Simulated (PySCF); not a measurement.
# Ar (argon, neutral) across methods

[Ar], closed-shell 1S. Calculation: PySCF 2.14, in aug-cc-pV(Q+d)Z (7s6p5d3f2g, 89 functions); the non-relativistic Hamiltonian (point nucleus).

| method | E (hartree) | mean ε 2p (eV) | mean ε 3s (eV) | mean ε 3p (eV) | Σ⟨r²⟩ (bohr²) | ⟨S²⟩ |
| --- | --- | --- | --- | --- | --- | --- |
| LC-wPBE | -527.4156 | -235.83 | -30.095 | -14.978 | 25.98 | 0.000 |
| CAM-B3LYP | -527.5678 | -238.60 | -28.599 | -13.487 | 26.25 | 0.000 |
| r2SCAN | -527.5134 | -233.27 | -25.183 | -10.731 | 25.99 | 0.000 |
| PBE0 | -527.3852 | -237.88 | -27.006 | -11.983 | 26.04 | 0.000 |
| BHandHLYP | -527.5542 | -245.84 | -29.792 | -13.549 | 26.09 | 0.000 |
| PBE | -527.3411 | -230.06 | -24.070 | -10.290 | 26.22 | 0.000 |
| LDA | -525.9380 | -230.04 | -24.046 | -10.407 | 26.29 | 0.000 |
| UHF | -526.81680 | -260.46 | -34.761 | -16.084 | 26.04 | 0.000 |
| revPBE | -527.4531 | -229.97 | -24.053 | -10.251 | 26.19 | 0.000 |
